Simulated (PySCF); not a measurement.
# Relaxation of doublet InH2

Method: UPBE0 in PySCF with In def2-TZVP with ECP28, H def2-TZVP; scalar-relativistic core potentials, no spin–orbit coupling; density-fitted integrals. A (50,194) grid was used.

A hand-made linear start, of D∞h symmetry, held to at least that symmetry:

Coordinates in bohr (charge 0 multiplicity 2):
```
In    0.0000    0.0000    0.0000
H     0.0000    0.0000    3.2881
H     0.0000    0.0000   -3.2881
```

Problem. What does it relax to?

Solution. It ends at D∞h with In–H 1.662 Å (×2); H–In–H 180.0°. A frequency run shows 1 imaginary mode, down to 1045i cm⁻¹, so it is a saddle point.

Problem. How much energy is released, and in how many steps?

Solution. 7.6 kJ/mol in 4 steps.

Spin–orbit coupling, left out here, can matter for elements this heavy.
